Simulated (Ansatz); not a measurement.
Cartesian coordinates in Å:
```
N 0.297 -2.171 -0.126
Si -0.420 -0.624 -0.155
Ge -0.293 1.378 1.049
C 0.431 0.905 -0.794
F 0.165 1.537 -1.985
H -0.276 -2.992 -0.012
H 1.233 -2.318 0.211
H -1.820 -0.759 -0.620
H 0.773 2.000 1.963
H -1.605 2.175 1.094
H 1.515 0.869 -0.625
```

Total charge 0; spin multiplicity 1.

**Question.** List the B3LYP/def2-TZVPP orbital energies in eV (the Gaussian-basis code of Ansatz). (Best estimate.)

**Answer.** Computed: Occupied: -10849.93, -1799.42, -1354.33, -1205.24, -1205.22, -1205.22, -671.10, -389.58, -278.43, -168.84, -143.89, -119.11, -119.07, -119.06, -99.23, -99.21, -99.19, -32.67, -32.66, -32.63, -32.59, -32.58, -32.34, -23.70, -18.95, -15.12, -14.21, -13.98, -13.35, -12.37, -11.78, -10.81, -9.48, -9.21, -8.57, -6.93, -6.29. Lowest empty: -0.62, -0.16, 0.49, 0.64, 0.99, 1.68, 2.14, 2.54.

B3LYP here is the variant with VWN-RPA as its local correlation; programs differ in this.
